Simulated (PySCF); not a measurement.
## Mo²⁺: ionisation energy

Mo²⁺ [Kr] 4d4 (5D) → Mo³⁺ [Kr] 4d3 (4F), as a difference of total energies. Calculation: PySCF 2.14, in aug-cc-pwCVTZ-PP with ECP28MDF; scalar relativity through the core potential. Correlated levels: valence: 4s2 4p6 frozen; valence and next inner shell: nothing frozen outside the core potential. The calculations carry no spin-orbit coupling.

```json
{"method": "UHF", "ionisation energy (eV)": "26.054"}
{"method": "LDA", "ionisation energy (eV)": "27.540"}
{"method": "PBE", "ionisation energy (eV)": "27.317"}
{"method": "PBE0", "ionisation energy (eV)": "27.238"}
{"method": "r2SCAN", "ionisation energy (eV)": "27.100"}
{"method": "wB97X-V", "ionisation energy (eV)": "26.878"}
{"method": "TPSS", "ionisation energy (eV)": "26.960"}
{"method": "LC-wPBE", "ionisation energy (eV)": "27.161"}
{"method": "MP2 (valence)", "ionisation energy (eV)": "26.624"}
{"method": "SCS-MP2 (valence)", "ionisation energy (eV)": "26.244"}
{"method": "MP2 (valence and next inner shell)", "ionisation energy (eV)": "27.129"}
{"method": "SCS-MP2 (valence and next inner shell)", "ionisation energy (eV)": "26.782"}
```

**Question.** How much does correlation contribute at MP2 (valence and next inner shell)?

**Answer.** 27.129 − (26.054) = 1.075 eV, measured against UHF.

The reference lies between the lowest fine-structure levels, while these numbers refer to the centres of the terms.

Errors of the correlated levels include the incompleteness of this basis and the frozen core.

For comparison: 27.13 ± 0.12 eV (semi-empirical (NIST evaluation); NIST Atomic Spectra Database, ionization energies).
